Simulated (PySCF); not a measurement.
# Pb³⁸⁺ (lead, charge +38) across methods

[Kr] 4d8, high-spin 3F determinant. Calculation: PySCF 2.14, in an uncontracted even-tempered set (18 s from 3.9 bohr⁻², ratio 2.5; 12 p from 5.1 bohr⁻², ratio 2.5; 9 d from 5.1 bohr⁻², ratio 2.5; 4 f from 25 bohr⁻², ratio 2.7; 3 g from 37 bohr⁻², ratio 2.7); the non-relativistic Hamiltonian (point nucleus).

| method | E (hartree) | mean ε 4p β (eV) | mean ε 4d α (eV) | mean ε 4d β (eV) | Σ⟨r²⟩ (bohr²) | ⟨S²⟩ |
| --- | --- | --- | --- | --- | --- | --- |
| PBEsol | -18671.88 | -1985.0 | -1806.3 | -1801.6 | 3.344 | 2.000 |
| PBE0 | -18676.73 | -1996.3 | -1815.1 | -1810.0 | 3.344 | 2.000 |
| PBE | -18676.45 | -1985.5 | -1806.7 | -1802.0 | 3.344 | 2.000 |
| BLYP | -18677.58 | -1984.9 | -1806.3 | -1801.7 | 3.344 | 2.000 |
| LDA | -18667.08 | -1984.8 | -1806.3 | -1801.5 | 3.346 | 2.000 |
| r2SCAN | -18677.06 | -1989.8 | -1809.2 | -1803.9 | 3.346 | 2.000 |

Task: Estimate the same row for UHF.

Result: E (hartree) = -18674.85421; mean ε 4p β (eV) = -2026.2; mean ε 4d α (eV) = -1838.2; mean ε 4d β (eV) = -1831.6; Σ⟨r²⟩ (bohr²) = 3.347; ⟨S²⟩ = 2.001.

A non-relativistic calculation at this Z misses sizeable relativistic shifts. Spin-orbit coupling is strong in this species (close to jj coupling), so the high-spin LS determinant is a model state, not a physical level.
